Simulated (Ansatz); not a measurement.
Reaction (ligand exchange at the Si–F bond): `C[Si](O)(F)Cl` + HBr → `C[Si](O)(Cl)Br` + H–F

Gas-phase electronic energies from Ansatz, PBE0-D4/def2-TZVP geometries. CBS: MP2 limit from def2 TZ/QZ plus the TZ coupled-cluster correction, frozen cores. This one scheme is used for every species. Functionals use def2-TZVPP. For Br outer-core shells are correlated without core-valence functions, which leaves a few kJ/mol of doubt a bond. Scalar relativity is left out up to krypton. Each species was taken in one conformer, which may not be the lowest.

`C[Si](O)(F)Cl`:

Cartesian coordinates in Å:
```
C 0.330 -1.224 0.119
Si -0.373 0.457 -0.084
O 0.675 1.552 0.495
F -1.760 0.572 0.688
Cl -0.812 0.874 -2.042
H 1.257 -1.321 -0.447
H -0.375 -1.979 -0.235
H 0.544 -1.415 1.173
H 0.515 2.484 0.333
```

HBr:

Cartesian coordinates in Å:
```
Br -0.322 -0.569 0.276
H 0.322 0.569 -0.276
```

`C[Si](O)(Cl)Br`:

Z-matrix (Å, degrees):
```
C
Si 1 1.838
H 1 1.092 2 109.7
H 1 1.092 2 109.9 3 -119.8
H 1 1.091 2 110.4 3 120.0
O 2 1.626 1 108.6 3 59.8
Cl 2 2.052 1 110.8 3 -61.2
Br 2 2.221 1 111.0 3 -179.4
H 6 0.959 2 118.6 1 177.6
```

H–F:

```xyz
2

F     0.044    0.293    0.352
H    -0.044   -0.293   -0.352
```

```csv
species,BHLYP energy (Eh)
`C[Si](O)(F)Cl`,-965.50017
HBr,-2574.74867
`C[Si](O)(Cl)Br`,-3439.77033
H–F,-100.45182
```

Problem. Work out ΔE.

Solution. ΔE = (-3439.77033) + (-100.45182) − (-965.50017) − (-2574.74867) = 0.02669 Eh = +70.1 kJ/mol. CCSD(T)/CBS gives +51.0 kJ/mol.

Largest T1 diagnostic among the species: 0.010.

In def2-TZVPP, CCSD(T) changes the Hartree–Fock value by −16.4 kJ/mol (the triples alone add −3.4 kJ/mol) and MP2 by −25.6 kJ/mol. The D4 term adds −9.2 kJ/mol with B3LYP and −4.9 kJ/mol with PBE0; it sums over pairs of atoms, weighted by their polarisabilities, and B3LYP, whose exchange is more repulsive, gets the larger term. At CCSD(T), def2-SVP lies +10.4 kJ/mol from the extrapolated value and def2-TZVPP +7.3 kJ/mol.

B3LYP here is the variant with VWN-RPA as its local correlation; programs differ in this.
